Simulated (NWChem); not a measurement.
System: WO2BrCl; SMILES [W]([Br])([Cl])(=[O])=[O]

The following NWChem deck was run.

```
start job
memory heap 200 mb stack 900 mb global 1100 mb
geometry units angstroms noautoz
  W      0.200550     0.340897     0.000000
  O      1.164466     0.707564     1.370732
  O      1.164466     0.707564    -1.370732
  Cl    -1.643712     1.684447     0.000000
  Br    -0.268317    -2.037597     0.000000
end
basis spherical
  * library def2-svp
end
ecp
  W library def2-ecp
end
dft
  xc xpbe96 cpbe96
  iterations 150
  mulliken
end
task dft energy
```

Parts of the log:

```
             Northwest Computational Chemistry Package (NWChem) 7.3.0
             --------------------------------------------------------

 CS  symmetry detected

                             Geometry "geometry" -> ""
                             -------------------------

 Output coordinates in angstroms (scale by  1.889725989 to convert to a.u.)

  No.       Tag          Charge          X              Y              Z
 ---- ---------------- ---------- -------------- -------------- --------------
    1 W                   74.0000     0.24501143     0.37331043     0.00000000
    2 O                    8.0000     1.22463312     0.69567683     1.37073200
    3 O                    8.0000     1.22463312     0.69567683    -1.37073200
    4 Cl                  17.0000    -1.53611777     1.79949684     0.00000000
    5 Br                  35.0000    -0.33174210    -1.98134992     0.00000000

 Effective nuclear repulsion energy (a.u.)    1445.5343832921

      Symmetry information
      --------------------

 Group name             Cs
 Group number              2
 Group order               2
 No. of unique centers     4

 Summary of "ao basis" -> "ao basis" (spherical)
 ------------------------------------------------------------------------------
       Tag                 Description            Shells   Functions and Types
 ---------------- ------------------------------  ------  ---------------------
 W                          def2-svp                12       32   6s3p2d1f
 O                          def2-svp                 6       14   3s2p1d
 Cl                         def2-svp                 8       18   4s3p1d
 Br                         def2-svp                12       32   5s4p3d

      Symmetry analysis of basis
      --------------------------

        a'         71
        a"         39

            General Information
            -------------------
          SCF calculation type: DFT
          Wavefunction type:  closed shell.
          No. of atoms     :     5
          No. of electrons :    82
           Alpha electrons :    41
            Beta electrons :    41
          Charge           :     0
          Spin multiplicity:     1
          Use of symmetry is: on ; symmetry adaption is: on
          Maximum number of iterations: 150
          AO basis - number of functions:   110
                     number of shells:    44
          Convergence on energy requested:  1.00D-06
          Convergence on density requested:  1.00D-05
          Convergence on gradient requested:  5.00D-04

              XC Information
              --------------
          PerdewBurkeErnzerhof Exchange Functional  1.000
            Perdew 1991 LDA Correlation Functional  1.000 local
           PerdewBurkeErnz. Correlation Functional  1.000 non-local

             Grid Information
             ----------------
          Grid used for XC integration:  medium
          Radial quadrature: Mura-Knowles
          Angular quadrature: Lebedev.
          Tag              B.-S. Rad. Rad. Pts. Rad. Cut. Ang. Pts.
          ---              ---------- --------- --------- ---------
          W                   1.35      123           8.0       590
          O                   0.60       49          10.0       434
          Cl                  1.00       88          10.0       590
          Br                  1.15      112          10.0       590
          Grid pruning is: on
          Number of quadrature shells:   372
          Spatial weights used:  Erf1

      Superposition of Atomic Density Guess
      -------------------------------------

 Sum of atomic energies:       -3253.96825195

      Non-variational initial energy
      ------------------------------

 Total energy =   -3247.149265
 1-e energy   =   -5441.276434
 2-e energy   =    1739.694942
 HOMO         =      -0.411881
 LUMO         =      -0.013007

      Symmetry analysis of molecular orbitals - initial
      -------------------------------------------------

  Numbering of irreducible representations:

     1 a'          2 a"

  Orbital symmetries:

     1 a'          2 a'          3 a'          4 a'          5 a'
     6 a"          7 a'          8 a"          9 a'         10 a'
    11 a'         12 a'         13 a"         14 a'         15 a"
    16 a'         17 a'         18 a'         19 a"         20 a'
    21 a'         22 a"         23 a"         24 a'         25 a'
    26 a'         27 a"         28 a'         29 a'         30 a'
    31 a'         32 a"         33 a"         34 a'         35 a'
    36 a"         37 a'         38 a'         39 a"         40 a'
    41 a"         42 a'         43 a"         44 a'         45 a'
    46 a'         47 a"         48 a'         49 a'         50 a"
    51 a'

     ---------------------------------------------
      Total Density - Mulliken Population Analysis
     ---------------------------------------------

    Atom       Charge   Shell Charges
 -----------   ------   -------------------------------------------------------
    1 W   14    10.95   0.04 -0.35  1.79  0.54  0.40  0.06  5.49  0.59  0.13  1.77  0.35  0.14
    2 O    8     9.07   1.99  1.16  0.74  3.17  2.00  0.01
    3 O    8     9.07   1.99  1.16  0.74  3.17  2.00  0.01
    4 Cl  17    17.45   2.00  1.99  1.22  0.73  5.94  2.17  3.39  0.01
    5 Br  35    35.46   2.00  2.00  2.00  1.36  0.60  6.00  5.99  2.39  3.12  8.23  1.73  0.05

   convergence    iter        energy       DeltaE   RMS-Dens  Diis-err
 ---------------- ----- ----------------- --------- --------- ---------
 d= 0,ls=0.0,diis     1  -3250.1977406902 -3.70D+03  8.28D-02  5.34D+00
 d= 0,ls=0.0,diis     2  -3236.7834978831  1.34D+01  7.41D-02  8.12D+01
 d= 0,ls=0.0,diis     3  -3250.0925854462 -1.33D+01  2.16D-02  5.84D+00
 d= 0,ls=0.0,diis     4  -3250.7657092458 -6.73D-01  7.82D-03  7.54D-01
 d= 0,ls=0.0,diis     5  -3250.8749227500 -1.09D-01  1.19D-03  3.53D-02
  Resetting Diis
 d= 0,ls=0.0,diis     6  -3250.8790450240 -4.12D-03  4.15D-04  3.86D-03
 d= 0,ls=0.0,diis     7  -3250.8794795007 -4.34D-04  5.26D-04  2.73D-04
 d= 0,ls=0.0,diis     8  -3250.8792368894  2.43D-04  3.52D-04  1.81D-03
 d= 0,ls=0.0,diis     9  -3250.8795228112 -2.86D-04  5.98D-05  6.49D-05
 d= 0,ls=0.0,diis    10  -3250.8795282936 -5.48D-06  2.36D-05  2.39D-05
 d= 0,ls=0.0,diis    11  -3250.8795304635 -2.17D-06  8.74D-06  1.28D-06
 d= 0,ls=0.0,diis    12  -3250.8795306729 -2.09D-07  1.33D-06  4.07D-08

         Total DFT energy =    -3250.879530672867
      One electron energy =    -5441.774645190479
           Coulomb energy =     1880.054147789654
    Exchange-Corr. energy =     -143.591259713603
 Nuclear repulsion energy =      454.432226441561

 Numeric. integr. density =       81.999995713596

                  Occupations of the irreducible representations
                  ----------------------------------------------

                     irrep           alpha         beta
                     --------     --------     --------
                     a'               28.0         28.0
                     a"               13.0         13.0

                       DFT Final Molecular Orbital Analysis
                       ------------------------------------

 Vector   39  Occ=2.000000D+00  E=-3.036993D-01  Symmetry=a'
              MO Center= -2.0D-01, -1.2D+00, -1.0D-10, r^2= 3.9D+00
   Bfn.  Coefficient  Atom+Function         Bfn.  Coefficient  Atom+Function
  ----- ------------  ---------------      ----- ------------  ---------------
    93      0.474558  5 Br px                90      0.447099  5 Br px
    87     -0.293949  5 Br px                94     -0.191294  5 Br py
    72     -0.166462  4 Cl py                91     -0.154446  5 Br py
    37      0.153173  2 O  py                51      0.153173  3 O  py
    71     -0.137764  4 Cl px                69     -0.125003  4 Cl py

 Vector   40  Occ=2.000000D+00  E=-3.018796D-01  Symmetry=a"
              MO Center=  1.2D-01, -8.1D-01,  1.1D-10, r^2= 4.4D+00
   Bfn.  Coefficient  Atom+Function         Bfn.  Coefficient  Atom+Function
  ----- ------------  ---------------      ----- ------------  ---------------
    95      0.453879  5 Br pz                92      0.420968  5 Br pz
    89     -0.277724  5 Br pz                36     -0.252834  2 O  px
    50      0.252834  3 O  px                39     -0.176544  2 O  px
    53      0.176544  3 O  px                73     -0.173922  4 Cl pz
    70     -0.128587  4 Cl pz                 9     -0.108257  1 W  pz

 Vector   41  Occ=2.000000D+00  E=-2.937124D-01  Symmetry=a"
              MO Center=  8.7D-01,  1.3D-01,  1.6D-13, r^2= 3.8D+00
   Bfn.  Coefficient  Atom+Function         Bfn.  Coefficient  Atom+Function
  ----- ------------  ---------------      ----- ------------  ---------------
    36      0.333777  2 O  px                50     -0.333777  3 O  px
    95      0.287091  5 Br pz                92      0.261392  5 Br pz
    39      0.235851  2 O  px                53     -0.235851  3 O  px
    38     -0.177070  2 O  pz                52     -0.177070  3 O  pz
    37      0.172496  2 O  py                51     -0.172496  3 O  py

 Vector   42  Occ=0.000000D+00  E=-1.477409D-01  Symmetry=a'
              MO Center=  3.1D-02,  2.5D-01, -6.0D-13, r^2= 3.1D+00
   Bfn.  Coefficient  Atom+Function         Bfn.  Coefficient  Atom+Function
  ----- ------------  ---------------      ----- ------------  ---------------
    20      0.619428  1 W  d  2              16      0.457408  1 W  d -2
    71      0.301096  4 Cl px                93      0.291131  5 Br px
    90      0.191492  5 Br px                25      0.189529  1 W  d  2
    38      0.185318  2 O  pz                52     -0.185318  3 O  pz
     5     -0.174239  1 W  s                 41      0.172913  2 O  pz

[...]
```

Level: PBE/def2-SVP with def2 effective core potentials on W. All runs use the structure optimised with PBE-D3(BJ)/def2-SVP. Not confirmed as a minimum by frequencies. def2 effective core potentials on W; no spin-orbit coupling.
